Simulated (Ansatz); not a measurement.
Cl2Te, triplet, at a GFN2-xTB geometry (a higher spin typed on purpose: for a closed-shell molecule this is an excited state) (all electrons, no relativity); B3LYP/STO-3G run with Ansatz (a program for electronic structure).

Input for Ansatz:
Ansatz 0.2 input:
```yaml
crystal:
  periodic: [false, false, false]
  atoms:
    - {symbol: Te, position_ang: [-0.06824556, -0.05189516, 0.73922318]}
    - {symbol: Cl, position_ang: [1.14915592, 1.35509134, -1.20072069]}
    - {symbol: Cl, position_ang: [-0.94040481, -1.19635319, -1.06043255]}
basis:
  gaussian:
    orbitals: STO-3G
hamiltonian:
  xc: b3lyp
magnetization: {spin_polarized: true, initial_magnetization: 2}
accuracy: high
```

Output, abridged:

```
Functional definition: B3LYP
679 factors; integrals over basis functions are off by at most 9.0e-9 eV
mean field evaluation 1: about -202982.9421 eV, gradient 1.0e1 eV
mean field evaluation 2: about -202956.1360 eV, gradient 4.6e1 eV
mean field evaluation 4: about -202985.1662 eV, gradient 3.0e0 eV
mean field evaluation 8: about -202985.3542 eV, gradient 1.5e-1 eV
mean field evaluation 16: about -202985.3546 eV, gradient 1.8e-6 eV
mean field -202985.35460207 eV, -7459.5741932111 hartree, gradient 3.7e-8 eV, S^2 2.004300; 1 other end points of the search recorded, 0 dependent functions left out
reference -202985.35463051 eV, -7459.5741942561 hartree; 44, 42 occupied and 1, 3 virtual orbitals, 679 factors
Total energy: -202985.35463051 eV, -7459.5741942561 hartree
```
